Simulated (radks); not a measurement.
Results of a calculation; reference values are marked as such.
Question: Ionisation of the germanium ion Ge+, [Ar] 3d10 4s2 4p1, to Ge2+, [Ar] 3d10 4s2, under several functionals. Non-relativistic Kohn-Sham, spin-polarised, spherical densities, point nucleus; open shells are filled with parallel spins first; a radial shooting solver on a logarithmic mesh with Libxc functionals. The NIST Atomic Spectra Database gives 15.935 eV (measured). Rank these functionals by the error of their Delta-SCF ionisation energy: TASK exchange with Perdew-Wang LDA correlation; PW91; LDA (Slater exchange, Perdew-Wang correlation); OLYP; Tao-Mo meta-GGA; exchange-only B88; MS2 meta-GGA; BLYP.

Answer: From best to worst: LDA (Slater exchange, Perdew-Wang correlation) 15.915 eV (-0.019); PW91 15.778 eV (-0.156); BLYP 15.652 eV (-0.283); MS2 meta-GGA 15.646 eV (-0.289); Tao-Mo meta-GGA 15.615 eV (-0.319); TASK exchange with Perdew-Wang LDA correlation 15.563 eV (-0.372); OLYP 15.460 eV (-0.475); exchange-only B88 15.002 eV (-0.932). Open shells are spherical and high-spin; term and fine-structure splittings are not resolved.
